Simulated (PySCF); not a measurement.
## Field gradients at the hydrogen positions

Species: C8H15P.
Numbering: `[CH:1]#[C:2][CH2:3][P:4]([CH3:5])[CH2:6][CH2:7][CH2:8][CH3:9]` (hydrogens: H10 on C1; H11, H12 on C3; H13, H14, H15 on C5; H16, H17 on C6; H18, H19 on C7; H20, H21 on C8; H22, H23, H24 on C9)

Structure used (GFN2-xTB), in Å, numbered top down from 1:
```xyz
24
C8H15P angstrom
C     -4.198   -1.268    1.367
C     -3.287   -0.514    1.178
C     -2.175    0.363    0.910
P     -0.685   -0.635    0.354
C     -1.389   -1.239   -1.248
C      0.298    0.814   -0.292
C      1.545    0.387   -1.060
C      2.456   -0.552   -0.273
C      3.044    0.091    0.976
H     -5.007   -1.910    1.547
H     -1.899    0.897    1.825
H     -2.449    1.091    0.139
H     -2.238   -1.883   -1.025
H     -1.715   -0.412   -1.879
H     -0.638   -1.826   -1.774
H     -0.339    1.425   -0.940
H      0.580    1.423    0.571
H      2.108    1.282   -1.345
H      1.240   -0.113   -1.982
H      3.269   -0.875   -0.927
H      1.884   -1.439    0.014
H      3.538    1.028    0.728
H      2.268    0.290    1.711
H      3.776   -0.571    1.432
```

Level: PBE0/pcSseg-1 (PySCF, non-relativistic); Q(2H) = 0.00286 b; rigid geometry, the same for H and D, with no vibrational averaging.

Question: Rank these positions by the coupling χzz of a deuteron there, largest first.
A. H10 (alkyne hydrogen)
B. H12 (methylene hydrogen)
C. H17 (methylene hydrogen)
D. H14 (methyl hydrogen)

Answer: A (268 kHz), D (211 kHz), C (205 kHz), B (201 kHz).

Question: What are Vzz, η and χzz (234.96 MHz × Q × Vzz) at all hydrogens?

Answer: 
| atom | bonded to | bond length (Å) | Vzz (au) | η | χzz (kHz) |
| --- | --- | --- | --- | --- | --- |
| H10 | C1 | 1.049 | 0.3987 | 0.00 | 268 |
| H11 | C3 | 1.095 | 0.3011 | 0.02 | 202 |
| H12 | C3 | 1.095 | 0.2989 | 0.03 | 201 |
| H13 | C5 | 1.089 | 0.3124 | 0.01 | 210 |
| H14 | C5 | 1.090 | 0.3138 | 0.01 | 211 |
| H15 | C5 | 1.088 | 0.3177 | 0.01 | 213 |
| H16 | C6 | 1.096 | 0.3015 | 0.02 | 203 |
| H17 | C6 | 1.093 | 0.3052 | 0.02 | 205 |
| H18 | C7 | 1.094 | 0.3010 | 0.02 | 202 |
| H19 | C7 | 1.093 | 0.3027 | 0.02 | 203 |
| H20 | C8 | 1.093 | 0.3039 | 0.02 | 204 |
| H21 | C8 | 1.094 | 0.2963 | 0.03 | 199 |
| H22 | C9 | 1.089 | 0.3143 | 0.02 | 211 |
| H23 | C9 | 1.087 | 0.3163 | 0.02 | 213 |
| H24 | C9 | 1.087 | 0.3169 | 0.01 | 213 |

Question: How does χzz go with the bond length over the 15 C–H bonds?

Answer: A straight-line fit has a slope of -14.4 kHz for each 0.01 Å, with a correlation coefficient of -1.00, over lengths from 1.049 to 1.096 Å. The longer bonds have the smaller couplings here.

Geometry: GFN2-xTB, one conformer, isolated molecule. GFN2-xTB bond lengths can be off by several hundredths of an ångström, more for odd bonds, and the gradients follow them. The small basis limits the accuracy of the gradients.

These values come from a run that also computed NMR shieldings. Hardware: Arm Neoverse V1, one thread, on a shared host. Cost: 54 s.
